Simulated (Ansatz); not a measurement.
Correlation energies of C3H10OSi, SMILES `OCCC[SiH3]` by basis set

| atom | x (Å) | y (Å) | z (Å) |
| --- | --- | --- | --- |
| O1 | -0.066 | 1.461 | -1.573 |
| C2 | -1.034 | 0.764 | -0.813 |
| C3 | -0.592 | 0.758 | 0.632 |
| C4 | 0.772 | 0.108 | 0.853 |
| Si5 | 0.902 | -1.700 | 0.359 |
| H6 | -0.302 | 1.404 | -2.501 |
| H7 | -1.142 | -0.268 | -1.178 |
| H8 | -2.018 | 1.247 | -0.893 |
| H9 | -1.360 | 0.240 | 1.217 |
| H10 | -0.568 | 1.793 | 0.990 |
| H11 | 1.538 | 0.663 | 0.303 |
| H12 | 1.044 | 0.172 | 1.912 |
| H13 | 0.811 | -1.895 | -1.113 |
| H14 | 2.206 | -2.256 | 0.814 |
| H15 | -0.192 | -2.492 | 0.990 |

The species carries charge 0 and has multiplicity 1. Geometry: relaxed with PBE0-D4/def2-TZVP. It is one conformer, not always the lowest. Frozen core, restricted reference, Ansatz. CBS rows extrapolate triple and quadruple zeta; past MP2 they add the triple-zeta difference.

```json
{"basis": "def2-TZVPP", "HF (Eh)": "-483.29979", "MP2 corr.": "-0.89877"}
{"basis": "def2-QZVPP", "HF (Eh)": "-483.31812", "MP2 corr.": "-0.96071"}
```

Task: Estimate the CCSD correlation energy and the (T) correction in each basis where they were run (hartree).

Result: 
| basis | CCSD corr. | (T) |
| --- | --- | --- |
| def2-TZVPP | -0.95602 | -0.03536 |
| CBS(def2) | -1.06384 | as TZ |
